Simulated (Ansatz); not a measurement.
CH6AlClGe, relaxed with RKS PBE-D4/def2-SVP in the Gaussian-basis code of Ansatz from a rough embedded geometry. The force threshold is 0.03 eV/Å; the program also tests the step.

Total charge 0; spin multiplicity 1. The bonds changed during the relaxation, so this is another structure than the one it started from.

Start:

```xyz
10

Al    0.510    1.228   -1.147
C     0.571    0.256    0.550
Cl    0.130    1.362    1.853
Ge   -0.752   -1.172    0.472
H     1.518    2.512   -1.373
H    -0.391    0.763   -2.383
H     1.562   -0.123    0.749
H    -0.714   -1.943    1.814
H    -0.304   -2.202   -0.710
H    -2.130   -0.680    0.173
```

| step | energy (eV) | largest force (eV/Å) | largest move (Å) |
| --- | --- | --- | --- |
| 1 | -76738.5420 | 1.937 | 0.000 |
| 2 | -76738.7503 | 0.533 | 0.138 |
| 3 | -76738.7946 | 0.511 | 0.072 |
| 4 | -76738.8380 | 0.497 | 0.155 |
| 5 | -76738.8964 | 0.645 | 0.196 |
| 6 | -76738.9423 | 0.522 | 0.196 |
| 7 | -76738.9675 | 0.149 | 0.200 |
| 8 | -76738.9712 | 0.199 | 0.122 |
| 9 | -76738.9785 | 0.072 | 0.055 |
| 10 | -76738.9792 | 0.147 | 0.045 |
| 11 | -76738.9803 | 0.030 | 0.022 |

End:

```xyz
10

Al    0.538    1.443   -1.107
C     0.601    0.072    0.327
Cl   -0.026    1.572    1.317
Ge   -0.691   -1.404    0.488
H     1.851    2.313   -1.369
H    -0.805    1.545   -1.964
H     1.584   -0.169    0.779
H    -0.849   -1.862    1.963
H    -0.145   -2.578   -0.373
H    -2.059   -0.932   -0.062
```

Run time 17 s (4 threads of an Arm Neoverse V1 on a shared host); peak host memory 0.17 GiB.
